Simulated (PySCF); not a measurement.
**Er(OH)3(NH3) relaxed at several levels**

Computed with PySCF 2.14.0, def2-SVP on the ligands, density fitting, scalar-relativistic core potentials, no spin-orbit coupling, vacuum. Each row is relaxed at its own level from the same template. Distances are means of the shortest metal–ligand contacts, charges and spins Mulliken's; removal energies are rigid, with the ligand's formal charge and no counterpoise, so too large; for an anion taken off a cation in vacuum most of it is the attraction of opposite charges, and multiply charged cations can part far more cheaply with an electron moved from ligand to metal. lcecp potentials hold a fixed number of 4f electrons in the core, out of states, spins and gaps.

| level | basis on the metal | point group | M–OH (Å) | M–NH3 (Å) | charge on M (e) | dipole (D) | removal of one OH (eV) | strongest infrared band, degenerate modes summed (cm⁻¹) | unstable modes (below −25 cm⁻¹) |
| --- | --- | --- | --- | --- | --- | --- | --- | --- | --- |
| BP86 | lcecp-1-SVP with ECP57 | nearly C3v | 2.050 | 2.485 | 0.65 | 4.22 | 10.62 | 442 | 0 |

Task: What does the calculation give for PBE0, lcecp-1-SVP with ECP57?

Result: point group: C3v, M–OH (Å): 2.041, M–NH3 (Å): 2.476, charge on M (e): 0.88, dipole (D): 4.20, removal of one OH (eV): 10.61, unstable modes (below −25 cm⁻¹): not given.
```xyz
11

Er    0.1501   -0.1975    0.2465
O     1.1620    1.3015    1.1930
H     1.6807    1.9311    1.6881
O    -1.3993   -1.0952    1.2268
H    -2.0500   -1.5618    1.7466
O     1.1024   -1.2312   -1.2344
H     1.6028   -1.7564   -1.8543
N    -1.2220    1.2458   -1.2250
H    -1.8166    1.8775   -0.6875
H    -0.6440    1.8245   -1.8354
H    -1.8358    0.6955   -1.8266
```

One start shape was tried for each, so a minimum needn't be the lowest isomer.
